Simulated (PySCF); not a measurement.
## `InChI=1S/C7H6OSi/c1-2-6-3-4-7(5-8)9-6/h1,3-5H,9H2`

Molfile (atoms numbered from 1):
```
C7H6OSi
     RDKit          3D

 15 15  0  0  0  0  0  0  0  0999 V2000
   -3.3553   -0.3682   -1.4997 C   0  0  0  0  0  0  0  0  0  0  0  0
   -2.3245   -0.1820   -0.9040 C   0  0  0  0  0  0  0  0  0  0  0  0
   -1.1081   -0.0038   -0.2537 C   0  0  0  0  0  0  0  0  0  0  0  0
   -0.9290    0.7944    0.8296 C   0  0  0  0  0  0  0  0  0  0  0  0
    0.4028    0.8464    1.3577 C   0  0  0  0  0  0  0  0  0  0  0  0
    1.3387    0.0958    0.7221 C   0  0  0  0  0  0  0  0  0  0  0  0
    2.7229    0.0193    1.1050 C   0  0  0  0  0  0  0  0  0  0  0  0
    3.5526   -0.6529    0.5319 O   0  0  0  0  0  0  0  0  0  0  0  0
    0.5540   -0.8264   -0.7306 Si  0  0  0  0  0  4  0  0  0  0  0  0
   -4.2586   -0.5222   -2.0100 H   0  0  0  0  0  0  0  0  0  0  0  0
   -1.7246    1.3665    1.2854 H   0  0  0  0  0  0  0  0  0  0  0  0
    0.6214    1.4606    2.2212 H   0  0  0  0  0  0  0  0  0  0  0  0
    3.0023    0.6334    1.9872 H   0  0  0  0  0  0  0  0  0  0  0  0
    1.0069   -0.3776   -2.0439 H   0  0  0  0  0  0  0  0  0  0  0  0
    0.4940   -2.2754   -0.5625 H   0  0  0  0  0  0  0  0  0  0  0  0
  1  2  3  0
  2  3  1  0
  3  4  2  0
  4  5  1  0
  5  6  2  0
  6  7  1  0
  7  8  2  0
  6  9  1  0
  9  3  1  0
  1 10  1  0
  4 11  1  0
  5 12  1  0
  7 13  1  0
  9 14  1  0
  9 15  1  0
M  END
```

Method used: TDDFT B3LYP/def2-SVPD excited states, vertical, gas phase in PySCF 2.14.0. Geometry: GFN2-xTB.

Question: How strongly do the lowest singlets absorb one photon, and two photons of half the energy?

Answer: δ for parallel linear polarisation; σ at the peak of a Lorentzian of half width 0.1 eV, single beam; Ω is circular over linear.
```csv
state,E (eV),f,photon λ (nm),δ (au),σ (GM),Ω,main
S1,2.97,0.000,834,0.5,0.00,1.50,HOMO−1→LUMO 0.96
S2,3.39,0.328,732,395,1.66,0.69,HOMO→LUMO 0.97
S3,3.58,0.000,694,1.18,0.01,1.50,HOMO−2→LUMO 0.98
S4,5.08,0.010,488,3560,33.62,0.68,"HOMO−3→LUMO 0.72, HOMO→LUMO+1 0.26"
S5,5.13,0.001,483,1.98,0.02,1.47,"HOMO−4→LUMO 0.82, HOMO−1→LUMO+1 0.13"
```

Among these, the strongest one-photon state is S2, the strongest two-photon state S4, with a dipole change of 1.3 D (relaxed, norm of the difference vector).
